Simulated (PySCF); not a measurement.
PySCF 2.14 output of an unrestricted PBE0 calculation on a single atom or ion in aug-cc-pVTZ-DK (7s6p4d2f, 59 functions), with scalar relativity by spin-free X2C-1e:

```
SCF conv_tol = 1e-09
number electrons alpha = 17  beta = 15
    C. Adamo and V. Barone.,  J. Chem. Phys. 110, 6158 (1999)
    M. Ernzerhof and G. E. Scuseria.,  J. Chem. Phys. 110, 5029 (1999)
cycle= 1 E= -1943.58188236186  delta_E= -0.00577  |g|= 0.122  |ddm|= 1.02
cycle= 2 E= -1943.58208219882  delta_E= -0.0002  |g|= 0.114  |ddm|= 1.05
cycle= 3 E= -1943.58516931796  delta_E= -0.00309  |g|= 0.00639  |ddm|= 0.566
cycle= 4 E= -1943.58520125288  delta_E= -3.19e-05  |g|= 0.000489  |ddm|= 0.0559
cycle= 5 E= -1943.58520202164  delta_E= -7.69e-07  |g|= 7.9e-05  |ddm|= 0.00896
cycle= 6 E= -1943.58520202446  delta_E= -2.82e-09  |g|= 1.05e-05  |ddm|= 0.000705
cycle= 7 E= -1943.5852020245  delta_E= -4.71e-11  |g|= 4.38e-07  |ddm|= 5.88e-05
converged SCF energy = -1943.5852020245  <S^2> = 2.0029525  2S+1 = 3.0019677
```

The run itself started from symmetry-adapted Hartree-Fock orbitals and held the occupation by maximum overlap, on a logarithmic radial grid, so the iterations belong to that start.

Q: Which element, charge and spin multiplicity is this?

A: Ga⁻ (gallium, charge -1), multiplicity 3; the state was [Ar] 3d10 4s2 4p2, high-spin 3P determinant.

At PBE0 the highest occupied level has a positive energy, so only the finite basis holds that electron; in a semilocal or global hybrid functional this comes from self-interaction and does not mean that the real anion is unbound.
